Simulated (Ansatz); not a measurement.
Total energies of the cluster Si5O6 from Ansatz at PBE0-D4/def2-TZVP, gas phase (1 Eh = 27.2114 eV = 2625.5 kJ/mol). The reference geometry is relaxed at PBE-D4/def2-SVP.

```xyz
11

Si    1.302   -1.948   -2.224
Si    2.394    1.069   -1.895
Si   -2.323    0.709    1.181
Si   -0.336   -0.132    2.264
Si    0.168   -0.050   -0.049
O     0.350   -1.492   -0.869
O     1.279    1.071   -0.587
O    -1.407    0.541   -0.252
O    -3.783    1.216    1.260
O     2.164   -0.504   -2.514
O     0.192   -0.481    3.684
```

```tsv
state	geometry	energy (Eh)
charge 0 singlet	reference	-1898.32369
charge 1 doublet	reference	-1897.97713
charge -1 doublet	reference	-1898.41518
free Si atom (triplet)	–	-289.24943
free O atom (triplet)	–	-75.01860
```

Question: Work out the vertical ionisation energy to the doublet.

Answer: E(charge 1 doublet) − E(charge 0 singlet) = -1897.97713 − (-1898.32369) = 0.34656 Eh = 9.43 eV. For comparison, −ε of the highest occupied level is 7.93 eV at this level, 1.50 eV less.

Question: Work out the vertical electron affinity, to the doublet.

Answer: E(charge 0 singlet) − E(charge -1 doublet) = -1898.32369 − (-1898.41518) = 0.09149 Eh = 2.49 eV. The basis lacks diffuse functions, which makes affinities too small.

Question: Give the fundamental gap IE − EA, the Mulliken electronegativity (IE + EA)/2 and the hardness (IE − EA)/2.

Answer: From the values in Eh: IE − EA = 0.34656 − 0.09149 = 0.25507 Eh = 6.94 eV; (IE + EA)/2 = 5.96 eV; (IE − EA)/2 = 3.47 eV. The HOMO–LUMO gap of the same run is 3.85 eV, 3.09 eV smaller than the fundamental gap.

Question: What is the binding energy per atom against free atoms?

Answer: Atoms: 5 × (-289.24943) + 6 × (-75.01860) = -1896.35875 Eh. Binding: -1896.35875 − (-1898.32369) = 1.96494 Eh = 53.47 eV, or 4.86 eV for each of 11 atoms (no zero-point energy, no counterpoise term).

The structure comes from a short search, and lower isomers may exist.
